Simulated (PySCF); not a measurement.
Job for PySCF: R-HF/STO-3G on SiF4 (SMILES F[Si](F)(F)F).

```python
from pyscf import gto, scf, dft, mp
from pyscf.data.elements import chemcore

mol = gto.M(
    atom='''
    F    -0.35796307    1.49476318    3.75354705
    Si   -0.02952351   -0.02391539    3.94813233
    F    -1.30281364   -0.89580062    3.68194004
    F     1.11883824   -0.44865347    2.96404178
    F     0.45610242   -0.25997971    5.42066693
    ''',
    basis='sto-3g',
    charge=0, spin=0, verbose=3, max_memory=1800)
mf = scf.RHF(mol)
mf.conv_tol = 1e-8
mf.max_cycle = 100
mf.kernel()
if not mf.converged:
    mf = mf.newton().run(mf.mo_coeff, mf.mo_occ)
```

Q: What total energy does the run end on?

A: -677.8461 hartree.
